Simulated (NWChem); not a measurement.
# CoHOF, quartet; SMILES [OH][Co][F]

```xyz
4

Co     0.0517    -0.0321     0.0000
F     -0.0781     1.6829     0.0000
O      0.2053    -1.7550     0.0000
H     -0.4365    -2.4666     0.0000
```
Atoms are numbered in this order, from 1.

Level: PBE0/def2-SVP, spin-unrestricted (NWChem), optimised geometry, unscaled harmonic frequencies. The spin multiplicity was typed, not searched, and may not be the lowest.

List the harmonic frequencies with IR intensities, and the thermochemistry.


| frequency (cm⁻¹) | IR intensity (km/mol) |
|---|---|
| 150 | 23.3 |
| 163 | 42.5 |
| 428 | 187.7 |
| 648 | 10.8 |
| 802 | 193.4 |
| 3982 | 128.9 |

The zero-point energy comes out as 8.8 kcal/mol, the thermal correction to the enthalpy at 298.15 K (with zero-point energy) is 12.3 kcal/mol and the heat capacity Cv is 12.7 cal/(mol K). The entropy at 298.15 K and 1 atm (symmetry number 1, electronic part: spin degeneracy alone) comes out as 69.1 cal/(mol K) and the dipole moment is 2.16 D.

Rigid rotor and harmonic oscillator.
